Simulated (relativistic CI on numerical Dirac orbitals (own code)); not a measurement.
From line strength to rate: Tl 3775.72 Å (air)

Problem. For 6s²6p ²P°1/2 – 6s²7s ²S1/2 of Tl a semi-empirical relativistic CI calculation gives the line strength S = 3.668 e²a₀² in the length gauge. The measured levels are 0.00 and 26477.50 cm⁻¹ (NIST Handbook). Find gf, f, A and the partial lifetime.

Working.
1. σ = 26477.50 − 0.00 = 26477.50 cm⁻¹, so the vacuum wavelength is 10⁸/σ = 3776.79 Å.
2. gf = 303.756 S/λ(Å) = 0.295, log gf = -0.530; with g = 2 for the lower level, f = 0.148.
3. A = 2.02613 × 10¹⁸ S/(g_u λ³) with g_u = 2: A = 6.90 × 10^7 s⁻¹.
4. The partial lifetime for this S is 1/A = 14.5 ns; in the calculation this line carries 46 % of the decay of the upper level.

Check. The Handbook lists A = 6.25 × 10^7 s⁻¹, a tabulated value with its own uncertainty (a few per cent for the best lines, 25 % or more for others); ours lies 10 % above it. The velocity form of the same calculation gives S = 2.45, and the gap between the two forms is a rough gauge of the error in S. With the computed energy (25463 cm⁻¹) in place of the measured one the rate would change by the factor (σ_calc/σ)³ = 0.89.
